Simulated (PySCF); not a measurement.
SMILES [CH3][Ge]([CH3])([CH3])[CH2][SiH](F)F (C₄H₁₂F₂GeSi) at its GFN2-xTB optimised geometry (Å):

```
20

Si    -0.7150    -2.1725    -1.6335
F     -0.5754    -2.7462    -3.1242
F      0.7263    -2.5289    -1.0327
C     -0.9641    -0.3149    -1.6601
Ge    -0.2975     0.5927     0.0000
C      1.6844     0.5927     0.0000
C     -0.9860     2.4608     0.0000
C     -0.9905    -0.3835     1.5832
H     -1.6721    -2.9993    -0.9343
H     -0.4441     0.1144    -2.5164
H     -2.0193    -0.0789    -1.7849
H      2.0669     1.0485     0.9089
H      2.0642    -0.4220    -0.0586
H      2.0717     1.1512    -0.8473
H     -0.6262     2.9993     0.8714
H     -2.0717     2.4734     0.0209
H     -0.6584     2.9971    -0.8856
H     -2.0727    -0.4692     1.5475
H     -0.7243     0.1347     2.4999
H     -0.5700    -1.3836     1.6253
```

Method: PySCF with PBE0/def2-SVP. Cells within 0.4 Å of a nucleus heavier than hydrogen are left out (blank, or x).

Map of the Laplacian of the electron density (e/bohr⁵), clipped to [-1.50, 1.50] on the plane z = 1.5 Å:

```
|666666666666666666666666666|
|666666666666666666666666666|
|666666666666666666666666666|
|666666666666666666666666666|
|666666666677766666666666666|
|666666666777776666666666666|
|666666666777776666666666666|
|666666666777766666666666666|
|666666666677766666666666666|
|666666666666666667776666666|
|666666666677776677777666666|
|666666667777777677777666666|
|666666677777777677776666666|
|666666776696777666766666666|
|6666667502xx777666666666666|
|666666765684677666666666666|
|666666777772477666666666666|
|666666667775577666666666666|
|666666666777776666666666666|
|666666666666666666666666666|
|666666666666666666666666666|
|666666666666666666666666666|
|666666666666666666666666666|
|666666666666666666666666666|
|666666666666666666666666666|
|666666666666666666666666666|
|666666666666666666666666666|
```
Scale: ten equal steps from -1.50 (start of '0') to 0.670 (end of '9'), in the order '0123456789'; x runs from -5.00 to 5.00, y from -5.00 (bottom) to 5.00 (top).
